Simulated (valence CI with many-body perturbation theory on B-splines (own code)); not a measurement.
# Tl⁴⁰⁺: calculated level list

Calculated by configuration interaction combined with many-body perturbation theory (CI+MBPT): five valence electrons over a frozen Dirac-Fock core [Kr], radial functions for each j: 7 s, 7 p, 8 d, 6 f, 4 g, 1 h, with the one-electron correlation potential Σ1, the two-electron term Σ2, the three-electron term Σ3, Breit, model QED; selected CI, second order for the rest (own B-spline code, finite nucleus).

No measured spectrum was set against this ion. As an estimate, large intervals hold to a few tenths of a per cent, small ones and those within an open d or f shell to about a per cent. Only levels of the ground parity were solved; by the run's estimate the other parity begins above the list, which can be wrong where configurations are misplaced.

Levels 1 to 37 of 37, with energies above the lowest level, (4d3/2^4 4d5/2) J=5/2. "Leading %" is the weight of the configuration and term that name the level; weights of strongly mixed levels are sums over their largest components and can fall short. In the jj column 3d3/2^4 stands for four electrons in 3d with j = 3/2. Lifetimes count E1, E2, E3, M1 and M2 decay at the calculated energies, and are blank where another channel may lead or the interval is too uncertain; long ones can be off by a factor of two.

```tsv
No.	Configuration	Term	J	E (cm⁻¹)	Leading %	g	Lifetime	Second component	Leading jj
1	4d5	4P	5/2	0	25	1.295		24 % 4d5 2D	4d3/2^4 4d5/2 (96 %)
2	4d5	6S	5/2	186660	36	1.341	4.54 μs	22 % 4d5 2F	4d3/2^3 4d5/2^2 (93 %)
3	4d5	4G	7/2	228680	32	1.167	9.10 μs	24 % 4d5 2F	4d3/2^3 4d5/2^2 (99 %)
4	4d5	4D	3/2	233860	39	1.161	4.01 μs	28 % 4d5 4P	4d3/2^3 4d5/2^2 (98 %)
5	4d5	2H	11/2	237600	44	1.106		33 % 4d5 4G	4d3/2^3 4d5/2^2 (99 %)
6	4d5	2G	9/2	253150	32	1.138	4.38 ms	28 % 4d5 4G	4d3/2^3 4d5/2^2 (97 %)
7	4d5	2D	5/2	264470	33	1.132	129 μs	27 % 4d5 4D	4d3/2^3 4d5/2^2 (95 %)
8	4d5	4P	1/2	275190	41	1.782	572 μs	31 % 4d5 2S	4d3/2^3 4d5/2^2 (92 %)
9	4d5	2F	7/2	280090	40	1.073	163 μs	34 % 4d5 2G	4d3/2^3 4d5/2^2 (98 %)
10	4d5	2D	3/2	337530	61	0.795	37.1 μs	20 % 4d5 4F	4d3/2^3 4d5/2^2 (91 %)
11	4d5	6S	5/2	412480	34	1.310	2.08 μs	27 % 4d5 2D	4d3/2^2 4d5/2^3 (92 %)
12	4d5	4D	7/2	442600	52	1.214	3.78 μs	41 % 4d5 4G	4d3/2^2 4d5/2^3 (99 %)
13	4d5	2I	11/2	448300	50	1.092	5.58 μs	49 % 4d5 4G	4d3/2^2 4d5/2^3 (99 %)
14	4d5	4G	9/2	453540	62	1.146	5.62 μs	35 % 4d5 2G	4d3/2^2 4d5/2^3 (97 %)
15	4d5	4D	1/2	465240	78	0.469	3.03 μs	17 % 4d5 2S	4d3/2^2 4d5/2^3 (98 %)
16	4d5	2I	13/2	469450	100	1.072	27.4 μs		4d3/2^2 4d5/2^3 (100 %)
17	4d5	4P	3/2	473100	53	1.173	2.10 μs	34 % 4d5 4F	4d3/2^2 4d5/2^3 (97 %)
18	4d5	2F	5/2	476420	42	1.020	3.85 μs	32 % 4d5 4D	4d3/2^2 4d5/2^3 (97 %)
19	4d5	2H	9/2	498280	52	1.107	3.16 μs	48 % 4d5 4F	4d3/2^2 4d5/2^3 (99 %)
20	4d5	2G	7/2	504970	61	0.987	10.7 μs	35 % 4d5 2F	4d3/2^2 4d5/2^3 (99 %)
21	4d5	4F	5/2	509730	64	1.052	3.05 μs	26 % 4d5 2D	4d3/2^2 4d5/2^3 (98 %)
22	4d5	2D	3/2	512080	84	0.859	7.69 μs	13 % 4d5 4D	4d3/2^2 4d5/2^3 (91 %)
23	4d5	4P	1/2	532020	44	1.766	3.98 μs	39 % 4d5 2P	4d3/2^2 4d5/2^3 (87 %)
24	4d5	2G	7/2	535060	47	1.036	5.75 μs	33 % 4d5 2F	4d3/2^2 4d5/2^3 (96 %)
25	4d5	2G	9/2	564030	79	1.105	10.3 μs	11 % 4d5 2H	4d3/2^2 4d5/2^3 (97 %)
26	4d5	2P	3/2	612240	74	1.186	9.81 μs	23 % 4d5 2D	4d3/2^2 4d5/2^3 (97 %)
27	4d5	2D	5/2	625720	78	1.192	5.23 μs	10 % 4d5 4D	4d3/2^2 4d5/2^3 (92 %)
28	4d5	4P	5/2	674000	34	1.230	1.32 μs	28 % 4d5 2F	4d3/2 4d5/2^4 (95 %)
29	4d5	2F	7/2	705470	29	1.188	1.92 μs	28 % 4d5 4F	4d3/2 4d5/2^4 (99 %)
30	4d5	4D	3/2	714950	30	0.992	1.54 μs	30 % 4d5 2D	4d3/2 4d5/2^4 (98 %)
31	4d5	2H	11/2	715180	55	1.073	2.40 μs	27 % 4d5 2I	4d3/2 4d5/2^4 (99 %)
32	4d5	2G	9/2	736650	53	1.117	2.72 μs	18 % 4d5 4F	4d3/2 4d5/2^4 (97 %)
33	4d5	2D	5/2	751610	60	1.111	2.41 μs	23 % 4d5 2F	4d3/2 4d5/2^4 (94 %)
34	4d5	2G	7/2	762670	52	1.014	2.69 μs	35 % 4d5 2F	4d3/2 4d5/2^4 (97 %)
35	4d5	2P	1/2	786150	49	1.298	2.62 μs	36 % 4d5 2S	4d3/2 4d5/2^4 (92 %)
36	4d5	2D	3/2	842850	74	0.863	1.97 μs	16 % 4d5 2P	4d3/2 4d5/2^4 (95 %)
37	4d5	2D	5/2	964600	39	1.156	1.10 μs	23 % 4d5 2F	4d5/2^5 (96 %)
```

The ionisation energy to 4d4 3P_0 of the next ion comes out as 1922.3 eV (NIST: 1920 ± 4 eV (theoretical)). All 37 levels together are meant to be complete up to 1003400 cm⁻¹.
